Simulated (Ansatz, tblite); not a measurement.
Adding an electron: SiSe₂⁺. The state is a doublet with charge 1. Geometry: r2SCAN-D4/def2-TZVP. Ansatz, gas phase; energy differences of separate SCF runs; the reduced species is a singlet (the triplet lies 1.34 eV higher at PBE0-D4/def2-TZVP).

Cartesian coordinates in Å:
```
Si -0.068 -0.841 -1.073
Se -0.717 -0.238 1.100
Se 0.785 1.079 -0.027
```

The xTB rows come from tblite. The structure comes from a short search, and lower isomers may exist.

```
              level  −HOMO (eV)  −LUMO (eV)  vertical EA (eV)  HOMO–LUMO gap (eV)
           GFN1-xTB           –           –             12.28                   –
   PBE-D4/def2-TZVP       11.76       10.79              7.86                0.97
r2SCAN-D4/def2-TZVP       12.14       10.70              7.96                1.44
```

**Question.** Estimate the rows for GFN2-xTB, PBE0-D4/def2-TZVP.

**Answer.** 
| level | −HOMO (eV) | −LUMO (eV) | vertical EA (eV) | HOMO–LUMO gap (eV) |
| --- | --- | --- | --- | --- |
| GFN2-xTB | – | – | 12.61 | – |
| PBE0-D4/def2-TZVP | 12.96 | 9.94 | 7.95 | 3.02 |

  HOMO and LUMO are the levels of the spin that leaves or enters (xTB has no such levels and no spin-polarisation term). Other spin states of the ions may lie lower, which would lower the ionisation energy or raise the affinity. Raw xTB energy differences between charge states are shifted by several eV; the methods need an empirical correction for them.
